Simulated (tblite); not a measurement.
A geometry optimisation, step by step.

Species: C7H9O (doublet state).
SMILES with atom numbers: `[CH2:1]=[C:2]1[CH2:3][C@@H:4]([CH2:5][O:6])[C:7]1=[CH2:8]` (hydrogens: H9, H10 on C1; H11, H12 on C3; H13 on C4; H14, H15 on C5; H16, H17 on C8)
Bond orders are those of one Lewis drawing.

Computed with GFN2-xTB (tblite), gas phase: L-BFGS steps from a force-field or distance-geometry start until the largest atomic force falls under 0.01 eV/Å. 9 of its 76 geometries are shown.

Step 0: E = -638.4634 eV, largest atomic force 2.976 eV/Å
```
atom  x, y, z in Å  |  force x, y, z in eV/Å
C1      2.344   -0.407   -0.093   -0.861   0.639  -0.053
C2      1.036   -0.269   -0.344    1.813   0.254  -0.494
C3     -0.043   -1.208   -0.772    0.435  -0.394   0.123
C4     -1.020   -0.165   -0.246   -0.973   0.250  -1.523
C5     -1.550   -0.497    1.143   -2.415   1.579   0.729
O6     -2.433    0.505    1.546    1.417  -1.958  -0.597
C7      0.082    0.833   -0.288    0.369   0.425   1.004
C8      0.163    2.157   -0.278    0.133   0.004   0.041
H9      2.916    0.454    0.226    0.000  -0.199   0.000
H10     2.857   -1.340   -0.190    0.051  -0.188  -0.011
H11    -0.014   -2.141   -0.221   -0.166  -0.410  -0.509
H12    -0.097   -1.266   -1.873    0.029  -0.485   0.601
H13    -1.817    0.068   -0.968   -0.314  -0.056   0.521
H14    -2.091   -1.476    1.008    0.009   0.552   0.142
H15    -0.776   -0.656    1.890    0.440   0.035   0.108
H16    -0.700    2.806   -0.227    0.117  -0.198   0.033
H17     1.139    2.614   -0.323   -0.084   0.149  -0.113
```

Step 9: E = -638.8324 eV, largest atomic force 0.103 eV/Å
```
atom  x, y, z in Å  |  force x, y, z in eV/Å
C1      2.360   -0.380   -0.100   -0.045  -0.028   0.007
C2      1.070   -0.254   -0.365    0.037  -0.008  -0.056
C3     -0.025   -1.216   -0.762    0.050  -0.037   0.002
C4     -1.038   -0.156   -0.293    0.032  -0.004  -0.058
C5     -1.599   -0.447    1.153    0.031  -0.015  -0.009
O6     -2.448    0.454    1.560   -0.042   0.042   0.044
C7      0.096    0.834   -0.241    0.017  -0.019   0.026
C8      0.179    2.158   -0.251   -0.021  -0.024  -0.014
H9      2.952    0.453    0.242   -0.025  -0.028  -0.023
H10     2.859   -1.330   -0.200    0.038   0.030  -0.041
H11    -0.029   -2.189   -0.275   -0.030  -0.002   0.099
H12    -0.075   -1.368   -1.841    0.034  -0.001   0.007
H13    -1.883    0.078   -0.936   -0.023   0.035  -0.068
H14    -2.119   -1.424    1.000    0.006   0.038  -0.008
H15    -0.746   -0.630    1.844   -0.011   0.029  -0.010
H16    -0.696    2.782   -0.208   -0.023  -0.015   0.075
H17     1.135    2.650   -0.337   -0.027   0.005   0.027
```

Step 19: E = -638.8494 eV, largest atomic force 0.098 eV/Å
```
atom  x, y, z in Å  |  force x, y, z in eV/Å
C1      2.371   -0.390   -0.132   -0.013   0.019   0.049
C2      1.076   -0.270   -0.379    0.000   0.034  -0.070
C3     -0.026   -1.232   -0.749    0.067  -0.068  -0.013
C4     -1.035   -0.152   -0.322   -0.011  -0.048   0.057
C5     -1.601   -0.412    1.129   -0.004   0.014  -0.052
O6     -2.453    0.479    1.551    0.004   0.049  -0.047
C7      0.109    0.823   -0.252    0.012   0.008   0.062
C8      0.166    2.147   -0.213    0.010   0.000   0.003
H9      2.942    0.452    0.222    0.055  -0.009  -0.074
H10     2.893   -1.326   -0.249   -0.039   0.041   0.000
H11    -0.050   -2.171   -0.203    0.012  -0.076   0.060
H12    -0.051   -1.445   -1.816   -0.049  -0.007  -0.048
H13    -1.856    0.091   -0.994   -0.020  -0.009   0.027
H14    -2.121   -1.387    0.992   -0.042  -0.031  -0.020
H15    -0.747   -0.599    1.819   -0.002   0.026   0.002
H16    -0.730    2.736   -0.115    0.014   0.013   0.000
H17     1.105    2.667   -0.300    0.004   0.044   0.064
```

Step 28: E = -638.8712 eV, largest atomic force 0.125 eV/Å
```
atom  x, y, z in Å  |  force x, y, z in eV/Å
C1      2.397   -0.382   -0.199   -0.004   0.000  -0.096
C2      1.095   -0.282   -0.420   -0.018   0.071  -0.005
C3     -0.008   -1.274   -0.716    0.091  -0.015  -0.009
C4     -1.014   -0.171   -0.354   -0.015  -0.004   0.061
C5     -1.627   -0.370    1.092   -0.026   0.088  -0.075
O6     -2.451    0.582    1.425   -0.032   0.025   0.040
C7      0.124    0.805   -0.272    0.017   0.074   0.082
C8      0.148    2.123   -0.118    0.006   0.037   0.016
H9      2.987    0.474    0.089   -0.039  -0.068  -0.053
H10     2.911   -1.321   -0.318    0.023   0.028   0.031
H11    -0.016   -2.158   -0.081    0.009  -0.045   0.023
H12    -0.074   -1.588   -1.756    0.074   0.023  -0.042
H13    -1.810    0.067   -1.057   -0.047  -0.070   0.024
H14    -2.172   -1.334    0.974   -0.016  -0.011  -0.021
H15    -0.785   -0.535    1.800   -0.054   0.005   0.034
H16    -0.765    2.672    0.039   -0.057  -0.047  -0.007
H17     1.053    2.707   -0.139    0.088  -0.089  -0.004
```

Step 38: E = -638.8944 eV, largest atomic force 0.087 eV/Å
```
atom  x, y, z in Å  |  force x, y, z in eV/Å
C1      2.436   -0.361   -0.338    0.001  -0.007  -0.022
C2      1.121   -0.284   -0.455    0.022   0.039   0.060
C3      0.034   -1.314   -0.657    0.031  -0.013   0.039
C4     -0.994   -0.205   -0.374   -0.009  -0.007   0.029
C5     -1.690   -0.280    1.040   -0.018  -0.030  -0.045
O6     -2.494    0.719    1.277    0.017  -0.042  -0.033
C7      0.136    0.784   -0.275   -0.025   0.065   0.037
C8      0.132    2.075    0.026    0.003   0.017  -0.069
H9      3.048    0.505   -0.150   -0.035  -0.014  -0.011
H10     2.939   -1.308   -0.432    0.065   0.007  -0.051
H11     0.053   -2.132    0.061   -0.012  -0.051   0.000
H12    -0.013   -1.724   -1.666   -0.020   0.017   0.041
H13    -1.753   -0.025   -1.134    0.016   0.047   0.020
H14    -2.266   -1.227    0.943   -0.077  -0.041   0.006
H15    -0.914   -0.447    1.819   -0.007   0.027  -0.009
H16    -0.806    2.565    0.237    0.011  -0.001   0.018
H17     1.025    2.672    0.067    0.038  -0.016  -0.009
```

Step 47: E = -638.9075 eV, largest atomic force 0.087 eV/Å
```
atom  x, y, z in Å  |  force x, y, z in eV/Å
C1      2.459   -0.340   -0.422    0.044  -0.029  -0.004
C2      1.138   -0.295   -0.425   -0.040   0.067   0.007
C3      0.057   -1.337   -0.593    0.041   0.023  -0.007
C4     -0.980   -0.223   -0.355    0.009  -0.041   0.006
C5     -1.757   -0.262    1.012    0.049  -0.020  -0.034
O6     -2.543    0.768    1.169   -0.024  -0.011   0.028
C7      0.148    0.766   -0.228   -0.039  -0.061  -0.014
C8      0.140    2.053    0.086    0.035   0.050   0.023
H9      3.064    0.540   -0.290   -0.030   0.027   0.009
H10     2.981   -1.272   -0.562    0.035  -0.021  -0.025
H11     0.072   -2.144    0.136   -0.003   0.012   0.053
H12     0.025   -1.763   -1.593   -0.053  -0.060  -0.035
H13    -1.687   -0.045   -1.164   -0.027   0.037   0.018
H14    -2.357   -1.197    0.932    0.007  -0.007  -0.069
H15    -1.014   -0.412    1.827   -0.045   0.011   0.070
H16    -0.795    2.536    0.327    0.028  -0.007  -0.041
H17     1.040    2.640    0.133    0.013   0.031   0.014
```

Step 56: E = -638.9182 eV, largest atomic force 0.061 eV/Å
```
atom  x, y, z in Å  |  force x, y, z in eV/Å
C1      2.477   -0.325   -0.490    0.007  -0.005  -0.009
C2      1.156   -0.308   -0.416   -0.030   0.049  -0.021
C3      0.069   -1.351   -0.552    0.019   0.008   0.024
C4     -0.960   -0.226   -0.329   -0.014  -0.038   0.005
C5     -1.806   -0.261    0.998   -0.010  -0.003  -0.014
O6     -2.599    0.771    1.100   -0.025  -0.004   0.017
C7      0.174    0.753   -0.183   -0.057   0.002  -0.017
C8      0.172    2.041    0.128    0.010   0.004  -0.016
H9      3.053    0.577   -0.374    0.006   0.001   0.008
H10     3.025   -1.231   -0.683   -0.007  -0.025  -0.002
H11     0.087   -2.123    0.216    0.005   0.013   0.020
H12     0.017   -1.828   -1.531   -0.005   0.012   0.041
H13    -1.641   -0.033   -1.158    0.017   0.017   0.010
H14    -2.403   -1.194    0.869    0.021  -0.002  -0.022
H15    -1.133   -0.408    1.871    0.019  -0.018  -0.041
H16    -0.766    2.530    0.347    0.042  -0.011   0.004
H17     1.072    2.630    0.178    0.001   0.000   0.013
```

Step 66: E = -638.9226 eV, largest atomic force 0.039 eV/Å
```
atom  x, y, z in Å  |  force x, y, z in eV/Å
C1      2.478   -0.315   -0.538    0.010  -0.005   0.013
C2      1.160   -0.299   -0.425   -0.009   0.005   0.004
C3      0.078   -1.351   -0.512    0.007  -0.009  -0.016
C4     -0.956   -0.224   -0.329   -0.002  -0.022  -0.010
C5     -1.834   -0.259    0.971   -0.012  -0.002   0.025
O6     -2.636    0.766    1.070    0.001   0.000  -0.007
C7      0.177    0.756   -0.177   -0.025   0.025  -0.003
C8      0.186    2.037    0.161   -0.005   0.006  -0.010
H9      3.061    0.585   -0.441   -0.007   0.010  -0.016
H10     3.018   -1.225   -0.739   -0.005  -0.023  -0.002
H11     0.114   -2.078    0.299   -0.029   0.017  -0.020
H12     0.012   -1.878   -1.463    0.031  -0.021   0.010
H13    -1.611   -0.039   -1.181    0.017   0.004   0.007
H14    -2.424   -1.194    0.822    0.014   0.002  -0.002
H15    -1.175   -0.413    1.854   -0.001  -0.016   0.012
H16    -0.746    2.528    0.395    0.007   0.016   0.009
H17     1.091    2.615    0.223    0.009   0.011   0.004
```

Step 75: E = -638.9236 eV, largest atomic force 0.008 eV/Å
```
atom  x, y, z in Å  |  force x, y, z in eV/Å
C1      2.476   -0.313   -0.544    0.007  -0.001   0.003
C2      1.159   -0.293   -0.422   -0.003  -0.002   0.005
C3      0.080   -1.348   -0.506   -0.002  -0.002   0.001
C4     -0.956   -0.223   -0.329    0.000   0.002  -0.002
C5     -1.840   -0.267    0.970   -0.003   0.002   0.003
O6     -2.644    0.756    1.068   -0.006   0.000   0.003
C7      0.174    0.761   -0.174    0.001   0.003   0.000
C8      0.190    2.042    0.162    0.000   0.001   0.000
H9      3.061    0.586   -0.459    0.003   0.004  -0.006
H10     3.009   -1.227   -0.745    0.002  -0.003   0.001
H11     0.109   -2.067    0.312   -0.001  -0.001   0.001
H12     0.026   -1.887   -1.450   -0.004   0.002  -0.001
H13    -1.607   -0.037   -1.182    0.000  -0.001  -0.003
H14    -2.425   -1.203    0.810    0.002   0.001  -0.003
H15    -1.186   -0.426    1.855    0.004  -0.004   0.001
H16    -0.734    2.545    0.399   -0.002  -0.003  -0.002
H17     1.102    2.612    0.223    0.001   0.002   0.000
```

Task: Summarise the path.

Result: The energy falls by 0.4602 eV from step 0 to step 75; nine tenths of that is first reached at step 31. It falls at every step. The largest force goes from 2.976 to 0.008 eV/Å. Among the bonds C5–O6 changes most, from 1.395 to 1.305 Å; the atoms move by 0.494 Å rms after alignment.

What follows is the cost of the whole relaxation. On one thread, Arm Neoverse V2 (aarch64), shared host, this took 0.37 s of wall time.
